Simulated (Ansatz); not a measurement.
CH3F (SMILES CF), charge 0, multiplicity 1, relaxed at each level with Ansatz (a quantum-chemistry and plane-wave program); harmonic frequencies from differences of analytic forces, average atomic masses, frozen cores.

Give the equilibrium geometry, the harmonic frequencies and the zero-point energy at wB97X-V/def2-TZVPP.


(charge 0, multiplicity 1):
```xyz
5

C     -0.625     0.091     0.061
F      0.739    -0.107    -0.072
H     -0.905    -0.067     1.104
H     -0.864     1.113    -0.241
H     -1.149    -0.622    -0.580
```
Frequencies (cm⁻¹): 1088, 1200, 1200, 1493, 1498, 1498, 3055, 3143, 3143. Zero-point energy 24.76 kcal/mol.

Give the equilibrium geometry, the harmonic frequencies and the zero-point energy at CCSD(T)/cc-pVTZ.


(charge 0, multiplicity 1):
```csv
atom,x (Å),y (Å),z (Å)
C,-0.6216,0.0903,0.0603
F,0.7391,-0.1074,-0.0717
H,-0.9065,-0.0662,1.1009
H,-0.8656,1.1096,-0.2399
H,-1.1495,-0.6187,-0.5777
```
Frequencies (cm⁻¹): 1093, 1208, 1208, 1501, 1508, 1508, 3045, 3131, 3131. Zero-point energy 24.78 kcal/mol.
